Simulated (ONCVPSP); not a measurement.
How hard is this Ag ONCV potential?

ONCVPSP 4.0.1 input, shortened (lines: element, Z, core and valence counts, functional; n l f; lmax; l rc ep ncon nbas qcut; lloc lpopt rc5 dvloc0; l nproj debl; icmod fcfact rcfact), LDA (Perdew-Wang 92), fully relativistic:

```
  Ag 47.00    8    3  -001012      upf
    1    0    2.00
    2    0    2.00
    2    1    6.00
    3    0    2.00
    3    1    6.00
    3    2   10.00
    4    0    2.00
    4    1    6.00
    4    2   10.00
    5    0    0.50
    5    1    0.50
    2
    0    1.95    0.00    5    8    3.00
    1    3.05    0.00    5    8    2.60
    2    1.10    0.00    4    8    7.80
    4    5    1.00    4.00
    0    2    2.40
    1    1    2.90
    2    2    3.80
    3    6.00    1.30
```

Open shells are filled in proportion to 2j + 1.

Task: For each optimised wave give the share of its norm inside rc, the residual kinetic energy above qcut (Ha) and the cutoffs (Ha) for errors of 10, 1, 0.1 and 0.01 mHa per electron.

Result:

```csv
wave,norm inside rc,residual KE,10 mHa,1 mHa,0.1 mHa,0.01 mHa
5s,0.153,1.1e-02,5.3,36.8,44.4,49.5
s projector 2,0.119,6.6e-02,5.5,7.0,33.5,59.2
5p j=3/2,0.195,3.2e-04,0.6,2.2,6.7,17.2
5p j=1/2,0.227,4.2e-04,0.6,2.3,8.4,18.3
4d j=5/2,0.366,2.7e-03,25.8,35.6,163.6,196.8
d projector 2 j=5/2,0.071,3.7e-03,26.6,35.0,63.6,204.5
4d j=3/2,0.379,3.1e-03,26.3,38.5,166.6,198.2
d projector 2 j=3/2,0.071,4.0e-03,26.9,35.4,63.9,188.9
```

The occupied waves need 39 Ha and 167 Ha for 1 and 0.1 mHa. Note: ghosts flagged at negative energy: s at -77.6 eV, p3/2 at -66.1 eV, p1/2 at -60.7 eV; GHOST(+) flagged for s at 261.7 eV. A true bound ghost makes a file unfit for plane-wave use. 2 of 4 tests not solved or not reliable.
